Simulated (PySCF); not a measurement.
C2H7NOSi2, SMILES O[SiH2]C1=NC[SiH2]1.

Geometry optimised at B3LYP-D3(BJ)/def2-SVP. This is a generated structure with no PubChem entry under its InChIKey; it may be hypothetical. Other conformers were not sampled.

Calculation: TDDFT-CAM-B3LYP/def2-SVPD run with PySCF 2.14.0.

Vertical excitations. Isolated molecule, no solvent. State labels are in the subgroup Cs.

Computed lowest excited states:
```tsv
state	symmetry	energy (eV)	λ (nm)	f	main pairs
S1	A"	3.96	313	0.000	HOMO→LUMO 98 %
S2	A"	5.61	221	0.000	HOMO−1→LUMO 97 %
S3	A'	5.85	212	0.005	HOMO→LUMO+1 93 %
S4	A'	6.40	194	0.003	HOMO→LUMO+2 56 %, HOMO→LUMO+3 35 %
S5	A'	6.79	183	0.039	HOMO−2→LUMO 43 %, HOMO→LUMO+3 33 %, HOMO→LUMO+2 17 %
S6	A'	6.83	182	0.062	HOMO−2→LUMO 53 %, HOMO→LUMO+3 24 %, HOMO→LUMO+2 18 %
S7	A'	7.07	175	0.056	HOMO−3→LUMO 87 %
S8	A"	7.39	168	0.003	HOMO−2→LUMO+2 68 %
S9	A'	7.43	167	0.043	HOMO−1→LUMO+1 68 %
S10	A'	7.65	162	0.091	HOMO→LUMO+4 28 %, HOMO−1→LUMO+2 21 %, HOMO−1→LUMO+1 19 %, HOMO−1→LUMO+3 15 %
T1	A"	3.20	388	0	HOMO→LUMO 96 %
T2	A'	4.40	282	0	HOMO−3→LUMO 74 %, HOMO−2→LUMO 15 %
T3	A"	5.26	236	0	HOMO−1→LUMO 94 %
T4	A'	5.60	222	0	HOMO→LUMO+1 90 %
```
Triplets are in the Tamm–Dancoff approximation, which puts them higher than full response would, so one can lie above its singlet here.
